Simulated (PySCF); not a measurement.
CsF, SMILES [Cs][F]. Atoms are numbered in the order given.

```xyz
2

Cs     0.0000     0.0000    -0.3399
F      0.0000     0.0000     2.0769
```

Geometry: B3LYP-D3(BJ)/def2-TZVPD. The def2 effective core potentials stand for the cores of Cs; spin–orbit coupling is left out.

These are HF/def2-TZVPD run with PySCF values and carry that method's errors.

Mulliken values depend strongly on the basis, most of all with diffuse functions as here. ESP charges are fitted to the potential on shells at 1.4 to 2.0 van der Waals radii. Atomic charges (e):

```csv
atom,ESP fit,Mulliken
Cs1,___,0.90
F2,___,-0.90
```

Problem. Fill in the missing entries. (An estimate is asked for; the answer gives what the named calculation found.)

Solution. 
- Cs1, ESP fit: 0.77
- F2, ESP fit: -0.77
